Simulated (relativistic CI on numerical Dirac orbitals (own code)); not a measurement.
## Hyperfine structure of Ga²⁰⁺, mass number 69

Method of calculation: Dirac-Coulomb-Breit CI, orbitals from a KLI potential per configuration, a model potential for QED, unscaled Slater integrals (own radial code, finite nucleus).

Configurations in the expansion (outside the closed core [Ne]): 3s, 3p, 3d, 4s, 4p, 4d, 4f, 5s, 5p, 5d, 5f, 5g, 6s, 6p, 6d. Levels of other configurations are missing.

Nuclear spin I = 3/2, μ = 2.01502 μN, Q = 0.171 b (tables of Stone and Pyykkö). The electronic factors are computed for point nuclear moments, without core polarisation or the Bohr-Weisskopf and QED corrections.

```json
{"Level": "3s 2S_1/2", "E (Ry)": "0.0000", "A (GHz)": "250.1", "B (GHz)": ""}
{"Level": "3p 2P°_1/2", "E (Ry)": "3.3308", "A (GHz)": "74.43", "B (GHz)": ""}
{"Level": "3p 2P°_3/2", "E (Ry)": "3.7907", "A (GHz)": "13.7", "B (GHz)": "3.27"}
{"Level": "3d 2D_3/2", "E (Ry)": "8.2766", "A (GHz)": "6.262", "B (GHz)": "0.497"}
{"Level": "3d 2D_5/2", "E (Ry)": "8.3529", "A (GHz)": "2.655", "B (GHz)": "0.695"}
{"Level": "4s 2S_1/2", "E (Ry)": "27.6500", "A (GHz)": "99.57", "B (GHz)": ""}
{"Level": "4p 2P°_1/2", "E (Ry)": "28.9930", "A (GHz)": "30.21", "B (GHz)": ""}
{"Level": "4p 2P°_3/2", "E (Ry)": "29.1748", "A (GHz)": "5.577", "B (GHz)": "1.33"}
```

Levels with J = 0, under 50 % of one LS term, or S terms without an open s electron are left out. Small factors come from cancelling terms and can be off by tens of per cent or more.

At this charge energies of transitions that change n are usually good to better than 1 %, and those within a shell (Δn = 0) to a few per cent.

Question: Give the hyperfine levels of 3s 2S_1/2 relative to its centre of gravity.

Answer: With K = F(F + 1) − I(I + 1) − J(J + 1), E = AK/2: F = 1: -312.7, F = 2: 187.6 GHz.
